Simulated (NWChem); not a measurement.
Molecule: SiIF3; SMILES F[Si](F)(I)F

All runs: NWChem. Geometry: optimised at PBE0/def2-SVP. def2 effective core potentials on I; no spin-orbit coupling. Vertical excitations in the gas phase.

**Question.** Predict the results for LDA (Slater exchange, VWN5)/def2-SVP, TDA. Quantities: lowest excitation, singlet (eV); oscillator strength of that lowest state; orbital gap (eV).

**Answer.** 
```json
{
 "lowest excitation, singlet (eV)": "5.88",
 "oscillator_strength_of_that_lowest_state": "0.006",
 "orbital gap (eV)": "5.54"
}
```
